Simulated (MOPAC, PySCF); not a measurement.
CH4OSi2, SMILES `C=[SiH][SiH]=O` (C–Si–Si–O torsion 180°), neutral singlet in the gas phase. 

Cartesian coordinates (Å):
```xyz
8

C     -1.5670    -0.5687    -0.0242
Si    -0.4245     0.7094    -0.0520
Si     1.7932     0.0902     0.0572
O      2.9706     1.0591     0.0464
H     -1.2489    -1.6023     0.0412
H     -2.6396    -0.4249    -0.0690
H     -0.8226     2.1255    -0.1402
H      1.9387    -1.3883     0.1406
```
Charge 0, spin multiplicity 1.

All levels are single points at this geometry (B3LYP-D3(BJ)/def2-TZVP); Pople sets use spherical d functions. Orbital energies aren't observables, and empty levels follow the basis.

HF/STO-3G in PySCF gives HOMO (eV) = -5.74.

Task: Estimate the HOMO (eV) from each of these levels: TPSSh-D3(BJ)/def2-TZVP in PySCF; B3LYP/3-21G in PySCF; B3LYP/6-31G* in PySCF; B3LYP/LANL2DZ in PySCF; M06-2X/6-31G* in PySCF; SVWN5/6-31G* in PySCF; HF/3-21G in PySCF; HF/6-31G* in PySCF; AM1 in MOPAC; PM3 in MOPAC; PM6 in MOPAC; PM7 in MOPAC.

Result: 
```
level                            HOMO (eV)
-------------------------------  ---------
TPSSh-D3(BJ)/def2-TZVP in PySCF      -6.81
B3LYP/3-21G in PySCF                 -6.93
B3LYP/6-31G* in PySCF                -6.91
B3LYP/LANL2DZ in PySCF               -7.21
M06-2X/6-31G* in PySCF               -8.14
SVWN5/6-31G* in PySCF                -6.34
HF/3-21G in PySCF                    -9.14
HF/6-31G* in PySCF                   -9.10
AM1 in MOPAC                         -9.56
PM3 in MOPAC                         -8.70
PM6 in MOPAC                         -8.64
PM7 in MOPAC                         -9.88
```
